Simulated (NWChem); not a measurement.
System: BF₂, doublet; SMILES F[B]F

The following NWChem deck was run.

```
start job
memory heap 200 mb stack 900 mb global 1100 mb
geometry units angstroms
  F      1.136628     0.000000    -0.131689
  B      0.000000     0.000000     0.512857
  F     -1.136628     0.000000    -0.131689
end
basis spherical
  F library def2-svp
  B library def2-svp
end
dft
  odft
  mult 2
  xc slater vwn_5
  iterations 150
end
driver
  maxiter 120
end
task dft optimize
task dft freq
```

In the optimisation the excess spin sits in a1 (C2v, its own frame). No stability test was run on the SCF state.

The level has its own optimisation; frequencies are unscaled.

Problem. Predict the main results of this run. (LDA (Slater exchange, VWN5)/def2-SVP, spin-unrestricted.) Quantities: r B–F (Å); highest harmonic frequency (cm⁻¹); lowest (cm⁻¹); zero-point energy (kcal/mol).

Solution. 
- r B–F (Å): 1.303
- highest harmonic frequency (cm⁻¹): 1469
- lowest (cm⁻¹): 518
- zero-point energy (kcal/mol): 4.5
